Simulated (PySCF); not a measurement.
Correlation energy of Sn²⁺ (tin, charge +2)

[Kr] 4d10 5s2, closed-shell 1S. Computed with PySCF 2.14 in def2-TZVP with the def2 core potential (28 electrons), with a scalar-relativistic core potential. Frozen: 4s2 4p6 4d10; 2 electrons correlated.

Total MP2 correlation energy: -25.04 mhartree.

Same-spin part 0.00 and opposite-spin part -25.04 mhartree; SCS-MP2 scales them by 1/3 and 6/5 to -30.05 mhartree.

With two correlated electrons CCSD is exact within the correlated space (frozen core and kept virtual orbitals).

```csv
level,correlation energy (mhartree)
CCSD,-34.50
```

Diagnostics: T1 = 0.0043, D1 = 0.0062, largest double amplitude 0.100.

Question: Is a single reference adequate?

Answer: Mostly. T1 lies below 0.03, but a double amplitude of this size points to a near-degeneracy that CCSD handles and MP2 describes poorly.
